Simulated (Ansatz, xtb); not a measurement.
# C2H7BSi: which of two isomers lies lower

Structure I: `B/C=C/[SiH3]`, a singlet. Structure II: `BC(=C)[SiH3]`, a singlet. Both are isolated molecules in the gas phase, relaxed with PBE0-D3(BJ)/def2-SVP; the shapes shown needn't be the lowest conformers.

I (Å):

```yaml
atoms:
  - { symbol: C, position_ang: [-1.6646, 1.7618, 0.6126] }
  - { symbol: C, position_ang: [-1.6631, 0.9601, -0.4786] }
  - { symbol: B, position_ang: [-1.3434, 3.2702, 0.5049] }
  - { symbol: Si, position_ang: [-2.0408, -0.8804, -0.4718] }
  - { symbol: H, position_ang: [-1.0800, 3.7364, -0.5814] }
  - { symbol: H, position_ang: [-1.3496, 3.9925, 1.4748] }
  - { symbol: H, position_ang: [-1.9037, 1.3074, 1.5842] }
  - { symbol: H, position_ang: [-1.4211, 1.4300, -1.4436] }
  - { symbol: H, position_ang: [-2.3459, -1.3211, 0.9214] }
  - { symbol: H, position_ang: [-3.2103, -1.1640, -1.3594] }
  - { symbol: H, position_ang: [-0.8673, -1.6435, -0.9978] }
```

II (Å):

```xyz
11

C    -1.6257    1.3151   -0.0419
C    -1.4362    2.3537    0.8026
B    -1.2707    1.5225   -1.5362
Si   -2.2971   -0.3291    0.5732
H    -1.4106    0.6400   -2.3536
H    -0.8409    2.5956   -1.9001
H    -1.0439    3.3129    0.4401
H    -1.6577    2.3029    1.8773
H    -2.5537   -0.2682    2.0465
H    -3.5740   -0.6643   -0.1294
H    -1.3202   -1.4265    0.2943
```

Energies in hartree; the thermal terms are from PBE0-D3(BJ)/def2-SVP harmonic frequencies (ideal gas, rigid rotor, one conformer each, 298.15 K, 1 atm) and include the zero-point energy:

```
                              I           II
E, CCSD(T)/def2-SVP  −393.742851  −393.743773
    E, MP2/def2-SVP  −393.666884  −393.668191
  E, MP2/def2-TZVPP  −393.983930  −393.985337
  zero-point energy     0.077871     0.077867
       H(298 K) − E     0.085305     0.085222
       G(298 K) − E     0.048534     0.048700
```

**Question.** Correct the CCSD(T) difference for the basis set by the MP2 change, then work out ΔE, ΔE₀, ΔH and ΔG for I → II in kcal/mol (1 Eh = 627.51 kcal/mol) and the equilibrium ratio [II]/[I].

**Answer.** 1. Differences II − I: CCSD(T) −0.000922, MP2 in the small set −0.001307, MP2 in the large set −0.001407 Eh.
2. ΔE = −0.000922 + (−0.001407 − (−0.001307)) = −0.001022 Eh = −0.64 kcal/mol.
3. ΔE₀ = ΔE + ΔZPE = −0.001022 + (−0.000004) Eh = −0.64 kcal/mol.
4. ΔH = ΔE + (−0.000083) Eh = −0.69 kcal/mol.
5. ΔG = ΔE + (+0.000166) Eh = −0.54 kcal/mol, so ΔS = (ΔH − ΔG)/T = −2.2 J/(mol K).
6. kT = 0.9442 mEh, so K = [II]/[I] = exp(−ΔG/kT) = exp(+0.91) ≈ 2.5.

The two are too close for this level to say which is favoured. An error of 1 kcal/mol in ΔG would change K by a factor of 5.4. Mirror images and further conformers aren't counted.

As drawn, both hold the same kinds of bond in the same numbers.

Other levels gave ΔE = −0.2 (GFN2-xTB); +5.4 (HF/STO-3G, GFN2-xTB geometries); +2.2 (r2SCAN-D4/def2-SVP, GFN2-xTB geometries); −0.4 (PBE0-D3(BJ)/def2-SVP); −0.4 (HF/def2-SVP); −0.8 (MP2/def2-SVP); −0.6 (CCSD(T)/def2-SVP) kcal/mol. The correlated steps freeze 8 core orbitals. Programs: Ansatz 0.2.0, xtb 6.7.1.
